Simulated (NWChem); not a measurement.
Species: GeSi₂H₈; SMILES [GeH2]([SiH3])[SiH3]

Computed with NWChem. All runs use the structure optimised with PBE0/def2-SVP. Ions are spin-unrestricted doublets at the neutral geometry. Hybrids' shares of exact exchange are those that their runs print; pure functionals count as 0. The functionals differ in more than this share.

```csv
row,share of exact exchange,ΔSCF ionisation energy minus −ε(HOMO) (eV)
PBE/def2-SVP,0.00,2.72
r2SCAN/def2-SVP,0.00,2.58
B3LYP/def2-SVP,0.20,2.07
PBE0/def2-SVP,0.25,withheld
M06-2X/def2-SVP,0.54,0.95
```

Task: Fit a straight line of the last column on the one before it, predict the withheld value, and compare with the run.

Result: 
1. Means of the 4 shown rows: x = 0.185, y = 2.080. Slope Σ(x − x̄)(y − ȳ)/Σ(x − x̄)² = -0.6122/0.1947 = -3.144; intercept 2.662.
2. The shown rows scatter about the line by 0.054 (root mean square); the largest residual is -0.08, at r2SCAN/def2-SVP.
3. At x = 0.25 (PBE0/def2-SVP; inside the shown range) the line gives 1.88.
4. The run gives 1.86, -0.02 from the line, 0.4 times the scatter. The line crosses zero at a share of 0.85, outside the shown range.
